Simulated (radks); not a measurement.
Results of a calculation; reference values are marked as such.
Task: The table gives one normalised radial function P(r) = r R(r) (large component) of Ir11+ in [Kr] 4d10 4f14 5s2 5p4 (r in bohr). Code: a radial shooting solver on a logarithmic mesh with Libxc functionals. Model: Dirac Kohn-Sham, RPBE, spin-unpolarised, spherical densities, finite nucleus; open shells fill j = l - 1/2 first; Fermi nuclear charge, rms radius 5.4032 fm.

| r | P |
|---|---|
| 0.002521 | 0.0005 |
| 0.003309 | 0.0009 |
| 0.004343 | 0.0017 |
| 0.005656 | 0.0032 |
| 0.007423 | 0.0062 |
| 0.009744 | 0.0122 |
| 0.01279 | 0.0238 |
| 0.01679 | 0.0457 |
| 0.02204 | 0.0859 |
| 0.02869 | 0.1538 |
| 0.03766 | 0.2676 |
| 0.04943 | 0.4368 |
| 0.06489 | 0.6532 |
| 0.08517 | 0.8639 |
| 0.1109 | 0.9518 |
| 0.1456 | 0.7655 |
| 0.1911 | 0.1978 |
| 0.2508 | -0.6396 |
| 0.3292 | -1.3790 |
| 0.4286 | -1.6278 |
| 0.5626 | -1.3310 |
| 0.7385 | -0.7725 |
| 0.9694 | -0.3101 |
| 1.272 | -0.0796 |
| 1.657 | -0.0124 |
| 2.175 | -0.0009 |
| 2.854 | 0.0000 |

Which n and l does it have? It may be an empty orbital.

Result: n = 4, l = 2: the number of nodes gives n - l - 1 = 1, the rise at small r points to l (for j = l - 1/2 the large component starts outside the nucleus as r^gamma with gamma = sqrt(l^2 - (Z/c)^2) = 1.92 and the r^(l+1) term takes over further out; the orbital of l - 1 with the same j starts with the same power, but with a larger coefficient, and does not steepen), and the extent must fit the shell. The curve is that of 4d3/2; the two j differ most near the nucleus, where j = l - 1/2 has the larger amplitude, and in heavy atoms j = l - 1/2 is also the more compact. 4d3/2: eigenvalue -489.70 eV, 1 radial node at r = 0.205 bohr, <r> = 0.470 bohr, 90 % of the charge inside 0.703 bohr.
